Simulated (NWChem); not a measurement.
# GeNH5; SMILES [NH2][GeH3]

```xyz
7

Ge    -0.0066    -0.3631     0.0000
N     -0.0703     1.4970     0.0000
H     -0.7547    -0.8294    -1.2748
H     -0.7547    -0.8294     1.2748
H      1.4243    -0.9965     0.0000
H      0.3936     1.8984    -0.8245
H      0.3936     1.8984     0.8245
```
Atoms are numbered in this order, from 1.

All runs use the structure optimised with PBE-D3(BJ)/def2-SVP. B3LYP is NWChem's, with the RPA form of VWN correlation.

Symmetry labels are those of Cs in the frame above (b1 and b2, or b-type labels, depend on it). States above −ε(HOMO) = 7.2 eV lie in this functional's continuum and hang on the basis.

Problem. List the 6 lowest vertical singlet excitations from B3LYP/aug-cc-pVDZ, TDA (NWChem).

Solution. 
```csv
state,energy (eV),oscillator strength,symmetry,leading excitation (squared amplitude)
S1,5.56,0.029,a',HOMO → LUMO (0.99)
S2,6.26,0.055,a',HOMO → LUMO+1 (0.98)
S3,6.77,0.000,a",HOMO → LUMO+2 (0.97)
S4,7.09,0.016,a',HOMO → LUMO+3 (0.63)
S5,7.26,0.012,a',HOMO → LUMO+4 (0.62)
S6,7.28,0.003,a",HOMO → LUMO+5 (0.96)
```
